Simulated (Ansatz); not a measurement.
Process, species as SMILES: Cl[Se] (Cl-Se) → Cl atom + Se atom
B3LYP-D3(BJ)/def2-TZVP geometries, fixed; electronic energies without zero-point terms.
Largest species:
```xyz
2

Se     0.0000     0.0000    -0.7157
Cl     0.0000     0.0000     1.4313
```
Charge 0, spin multiplicity 2.

Basis-set convergence of the atomisation energy at MP2 with Ansatz (a quantum-chemistry and plane-wave program). All functions are spherical. Cores are frozen (with 3d on Ga to Br). Open shells are unrestricted. No added dispersion term, no relativity. Functions are those of the species that has most. Reference: Hartree-Fock in aug-cc-pV(Q+d)Z plus the correlation part extrapolated as X^-3 from aug-cc-pV(T+d)Z and aug-cc-pV(Q+d)Z, 66.35 kcal/mol, itself unsure by roughly 0.73 kcal/mol (a third of the extrapolation step and of the last Hartree-Fock step). Deviations are taken from unrounded values.

| basis | functions |
|---|---|
| cc-pV(D+d)Z | 50 |
| def2-SVP | 50 |
| def2-SVPD | 68 |
| cc-pV(T+d)Z | 82 |
| def2-TZVP | 85 |
| def2-TZVPP | 90 |
| def2-TZVPD | 103 |
| def2-TZVPPD | 108 |
| cc-pV(Q+d)Z | 132 |
| def2-QZVP | 145 |
| def2-QZVPP | 159 |
| def2-QZVPPD | 177 |
| cc-pV(5+d)Z | 204 |

Problem. Which is the smallest set listed that can be trusted to 4 kcal/mol here, that is, within that of the reference together with its larger relatives (same family, alike in diffuse functions; a set with none to test it counts only in the reference's own line)?

Solution. The smallest set listed that lies within 4 kcal/mol of the reference with all its larger relatives (same family, alike in diffuse functions; a set with none counts only in the reference's own line) is cc-pV(Q+d)Z (132 functions, -2.53 kcal/mol off). Inside, with no larger relative to test it: def2-QZVPPD. Value minus reference: cc-pV(D+d)Z -16.91, def2-SVP -17.53, def2-SVPD -15.43, cc-pV(T+d)Z -6.21, def2-TZVP -6.31, def2-TZVPP -6.20, def2-TZVPD -5.46, def2-TZVPPD -5.38, cc-pV(Q+d)Z -2.53, def2-QZVP -2.47, def2-QZVPP -2.38, def2-QZVPPD -2.29, cc-pV(5+d)Z -1.04 kcal/mol.
